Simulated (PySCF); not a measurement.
Members of one series of related molecules.

All values: PBE0/pcSseg-1 (PySCF) at GFN2-xTB geometries, gas phase, one conformer each.

Question: Rank by dipole moment, lowest first.
A. `[CH3:1][C@@H:2]([CH2:3][OH:4])[O:5][SiH2:6][CH2:7][Cl:8]` with C1–C2–C3–O4 63°, C2–C3–O4–H 46°, C1–C2–O5–Si6 130°, C2–O5–Si6–C7 58°, O5–Si6–C7–Cl8 -63°
B. `[CH3:1][CH2:2][SiH2:3][O:4][C@H:5]([CH3:6])[CH2:7][OH:8]` with C1–C2–Si3–O4 55°, C2–Si3–O4–C5 -177°, Si3–O4–C5–C6 -92°, O4–C5–C7–O8 -60°, C5–C7–O8–H 50°
C. `[CH3:1][SiH2:2][O:3][C@@H:4]([CH3:5])[CH2:6][OH:7]` with C1–Si2–O3–C4 -175°, Si2–O3–C4–C5 -158°, O3–C4–C6–O7 59°, C4–C6–O7–H 59°
D. `[CH:1]#[C:2][CH2:3][SiH2:4][O:5][C@@H:6]([CH3:7])[CH2:8][OH:9]` with C2–C3–Si4–O5 177°, C3–Si4–O5–C6 178°, Si4–O5–C6–C7 136°, O5–C6–C8–O9 -55°, C6–C8–O9–H 44°
E. `[CH3:1][C@H:2]([CH2:3][OH:4])[O:5][SiH2:6][CH2:7][F:8]` with C1–C2–C3–O4 -176°, C2–C3–O4–H -63°, C1–C2–O5–Si6 151°, C2–O5–Si6–C7 179°, O5–Si6–C7–F8 -179°
F. `[CH3:1][C:2]#[C:3][CH2:4][SiH2:5][O:6][C@@H:7]([CH3:8])[CH2:9][OH:10]` with C3–C4–Si5–O6 59°, C4–Si5–O6–C7 -61°, Si5–O6–C7–C8 103°, O6–C7–C9–O10 -55°, C7–C9–O10–H 44°

Answer: D (1.54 D), B (1.78 D), A (1.97 D), C (2.28 D), F (2.56 D), E (4.65 D).

Question: Rank by LUMO energy, highest first.
A. `CC#CC[SiH2]O[C@@H](C)CO`
B. `OC[C@H](C)O[SiH2]CCl`
C. `C#CC[SiH2]O[C@H](CO)C`
D. `C[SiH2]O[C@@H](C)CO`
E. `CC[SiH2]O[C@H](C)CO`

Answer: D (0.92 eV), E (0.72 eV), A (0.58 eV), C (0.41 eV), B (0.09 eV).

All values together:

```
                 SMILES                       change      formula  μ (D)  HOMO (eV)  LUMO (eV)  lowest IAO charge (e)  highest IAO charge (e)  lowest Hirshfeld charge (e)  highest Hirshfeld charge (e)
    C[SiH2]O[C@@H](C)CO                       parent    C4H12O2Si   2.28      -7.62       0.92             -0.737 (C)             +1.007 (Si)                   -0.224 (C)                   +0.373 (Si)
CC#CC[SiH2]O[C@@H](C)CO  H on C replaced by propynyl    C7H14O2Si   2.56      -7.04       0.58             -0.649 (O)             +1.026 (Si)                   -0.232 (O)                   +0.410 (Si)
    C[C@H](CO)O[SiH2]CF         H on C replaced by F   C4H11FO2Si   4.65      -7.66       0.61             -0.645 (O)             +1.000 (Si)                   -0.216 (O)                   +0.363 (Si)
  C[C@H](CO)O[SiH2]CC#N        H on C replaced by CN   C5H11NO2Si   1.70      -8.06       0.64             -0.635 (O)             +1.020 (Si)                   -0.234 (N)                   +0.396 (Si)
  C[C@@H](CO)O[SiH2]CCl        H on C replaced by Cl  C4H11ClO2Si   1.97      -7.63       0.09             -0.650 (O)             +1.018 (Si)                   -0.231 (O)                   +0.398 (Si)
 C#CC[SiH2]O[C@@H](C)CO   H on C replaced by ethynyl    C6H12O2Si   1.54      -7.55       0.41             -0.655 (O)             +1.033 (Si)                   -0.230 (O)                   +0.410 (Si)
    CC[SiH2]O[C@H](C)CO       H on C replaced by CH3    C5H14O2Si   1.78      -7.59       0.72             -0.653 (O)             +0.998 (Si)                   -0.237 (O)                   +0.396 (Si)
```

Conformers: `[CH3:1][SiH2:2][O:3][C@@H:4]([CH3:5])[CH2:6][OH:7]` with C1–Si2–O3–C4 -175°, Si2–O3–C4–C5 -158°, O3–C4–C6–O7 59°, C4–C6–O7–H 59°; `[CH3:1][C:2]#[C:3][CH2:4][SiH2:5][O:6][C@@H:7]([CH3:8])[CH2:9][OH:10]` with C3–C4–Si5–O6 59°, C4–Si5–O6–C7 -61°, Si5–O6–C7–C8 103°, O6–C7–C9–O10 -55°, C7–C9–O10–H 44°; `[CH3:1][C@H:2]([CH2:3][OH:4])[O:5][SiH2:6][CH2:7][F:8]` with C1–C2–C3–O4 -176°, C2–C3–O4–H -63°, C1–C2–O5–Si6 151°, C2–O5–Si6–C7 179°, O5–Si6–C7–F8 -179°; `[CH3:1][C@H:2]([CH2:3][OH:4])[O:5][SiH2:6][CH2:7][C:8]#[N:9]` with C1–C2–C3–O4 -179°, C2–C3–O4–H 156°, C1–C2–O5–Si6 162°, C2–O5–Si6–C7 -91°, O5–Si6–C7–C8 72°; `[CH3:1][C@@H:2]([CH2:3][OH:4])[O:5][SiH2:6][CH2:7][Cl:8]` with C1–C2–C3–O4 63°, C2–C3–O4–H 46°, C1–C2–O5–Si6 130°, C2–O5–Si6–C7 58°, O5–Si6–C7–Cl8 -63°; `[CH:1]#[C:2][CH2:3][SiH2:4][O:5][C@@H:6]([CH3:7])[CH2:8][OH:9]` with C2–C3–Si4–O5 177°, C3–Si4–O5–C6 178°, Si4–O5–C6–C7 136°, O5–C6–C8–O9 -55°, C6–C8–O9–H 44°; `[CH3:1][CH2:2][SiH2:3][O:4][C@H:5]([CH3:6])[CH2:7][OH:8]` with C1–C2–Si3–O4 55°, C2–Si3–O4–C5 -177°, Si3–O4–C5–C6 -92°, O4–C5–C7–O8 -60°, C5–C7–O8–H 50°.

Give the shifts from the parent, `C[SiH2]O[C@@H](C)CO`.

| SMILES | change in μ (D) | change in HOMO (eV) | change in LUMO (eV) |
| --- | --- | --- | --- |
| CC#CC[SiH2]O[C@@H](C)CO | +0.28 | +0.58 | -0.34 |
| C[C@H](CO)O[SiH2]CF | +2.37 | -0.04 | -0.31 |
| C[C@H](CO)O[SiH2]CC#N | -0.58 | -0.44 | -0.28 |
| C[C@@H](CO)O[SiH2]CCl | -0.31 | -0.01 | -0.83 |
| C#CC[SiH2]O[C@@H](C)CO | -0.74 | +0.07 | -0.51 |
| CC[SiH2]O[C@H](C)CO | -0.50 | +0.03 | -0.20 |
